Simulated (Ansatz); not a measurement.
**Molecular dynamics of CBFO**

Input file:

```yaml
crystal:
  periodic: [false, false, false]
  atoms:
    - { symbol: O, position_ang: [1.01614, -0.379613, 2.251533] }
    - { symbol: C, position_ang: [0.549993, 0.041796, 1.328428] }
    - { symbol: B, position_ang: [-0.686831, -0.447958, -1.839432] }
    - { symbol: F, position_ang: [-0.879312, 0.785775, -1.740519] }
basis:
  gaussian: { orbitals: def2-SVP }
hamiltonian:
  xc: { name: BHLYP }
  dispersion: d4
md:
  timestep: 1.0
  n_steps: 300
  ensemble: nve
  temperature: 1000.0
  initial_velocities: maxwell_boltzmann
  seed: 870198
scf:
  lower_state_search: "off"
```

Run as:

```bash
$ ansatz run input.yaml --threads 1 --pin off --max-ram 2048MiB --backend cpu --events-out ev --progress --plain --runs-dir out
```

It starts from a relaxed structure.

Output, in part (step lines, the closing report, with atoms numbered from 0):

```
md step     0: t =     0.00 fs  T =  1000.0 K  F+E_penalty+E_count = -6467.72639325 eV  E_kin = 0.258520 eV  conserved = -6467.46787325 eV  (13 SCF iters)
md step     1: t =     1.00 fs  T =   999.6 K  F+E_penalty+E_count = -6467.72628117 eV  E_kin = 0.258422 eV  conserved = -6467.46785886 eV  (21 SCF iters)
md step     2: t =     2.00 fs  T =   998.5 K  F+E_penalty+E_count = -6467.72597761 eV  E_kin = 0.258132 eV  conserved = -6467.46784559 eV  (21 SCF iters)
md step     3: t =     3.00 fs  T =   997.3 K  F+E_penalty+E_count = -6467.72565511 eV  E_kin = 0.257814 eV  conserved = -6467.46784063 eV  (20 SCF iters)
md step     4: t =     4.00 fs  T =   996.2 K  F+E_penalty+E_count = -6467.72537882 eV  E_kin = 0.257532 eV  conserved = -6467.46784648 eV  (20 SCF iters)
md step     5: t =     5.00 fs  T =   994.9 K  F+E_penalty+E_count = -6467.72506973 eV  E_kin = 0.257211 eV  conserved = -6467.46785923 eV  (21 SCF iters)
md step     6: t =     6.00 fs  T =   992.9 K  F+E_penalty+E_count = -6467.72456257 eV  E_kin = 0.256691 eV  conserved = -6467.46787119 eV  (21 SCF iters)
md step     7: t =     7.00 fs  T =   989.6 K  F+E_penalty+E_count = -6467.72371831 eV  E_kin = 0.255842 eV  conserved = -6467.46787603 eV  (21 SCF iters)
[... lines left out ...]
md step   297: t =   297.00 fs  T =   814.2 K  F+E_penalty+E_count = -6467.67834146 eV  E_kin = 0.210475 eV  conserved = -6467.46786607 eV  (20 SCF iters)
md step   298: t =   298.00 fs  T =   820.3 K  F+E_penalty+E_count = -6467.67994783 eV  E_kin = 0.212075 eV  conserved = -6467.46787261 eV  (20 SCF iters)
md step   299: t =   299.00 fs  T =   827.0 K  F+E_penalty+E_count = -6467.68167494 eV  E_kin = 0.213788 eV  conserved = -6467.46788664 eV  (21 SCF iters)
md step   300: t =   300.00 fs  T =   833.3 K  F+E_penalty+E_count = -6467.68331587 eV  E_kin = 0.215416 eV  conserved = -6467.46790030 eV  (21 SCF iters)
Total energy: -6467.68345602 eV, -237.6829830553 hartree
Atom 0 at     0.715930     0.569075     1.749220 Å, force     0.002751     0.045977     0.011748 eV/Å
Atom 1 at     1.438836     0.191047     2.511088 Å, force     0.021531    -0.027034     0.024734 eV/Å
Atom 2 at    -0.921282    -0.186894    -1.192686 Å, force    -0.010478    -0.021168     0.168069 eV/Å
Atom 3 at    -1.055033    -0.256039    -2.433196 Å, force    -0.013804     0.002224    -0.204551 eV/Å
Dipole moment:    -0.040355     0.002751    -0.244764 e Å
```

The steps, from the saved trajectory:

```csv
time (fs),T (K),potential energy less start (eV),conserved less start (meV/atom)
0.0,1000,0.000,0.00
10.0,974,0.007,0.00
20.0,952,0.012,0.00
30.0,930,0.018,0.00
40.0,911,0.023,0.00
50.0,919,0.021,0.01
60.0,908,0.024,0.01
70.0,927,0.019,0.01
80.0,912,0.023,0.01
90.0,923,0.020,0.00
100.0,911,0.023,0.00
110.0,902,0.025,-0.01
120.0,896,0.027,-0.01
130.0,877,0.032,0.00
140.0,885,0.030,0.00
150.0,869,0.034,0.00
160.0,896,0.027,0.00
170.0,901,0.025,0.00
180.0,932,0.017,-0.01
190.0,949,0.013,-0.01
200.0,946,0.014,-0.01
210.0,908,0.024,-0.01
220.0,781,0.057,0.00
230.0,624,0.097,0.00
240.0,460,0.140,0.00
250.0,402,0.155,0.00
260.0,446,0.143,0.00
270.0,558,0.114,0.00
280.0,677,0.083,-0.01
290.0,769,0.060,0.00
300.0,833,0.043,-0.01
```

The run went to its last step. The conserved energy stayed within 0.012 meV per atom of its start (net change -0.0068 meV per atom), so the integration is sound. A run of 0.3 ps of so small a system gives no equilibrium averages.

The same pairs are bonded in the first frame and the last. Pairs count as bonded within 1.25 times the sum of covalent radii (0.12 Å more for H–H).

Last frame:

```xyz
4
Properties=species:S:1:pos:R:3
O 0.716 0.569 1.749
C 1.439 0.191 2.511
B -0.921 -0.187 -1.193
F -1.055 -0.256 -2.433
```

The run took 3.3 min on 1 thread of Arm Neoverse V2, on a shared host, peak memory 0.09 GiB.
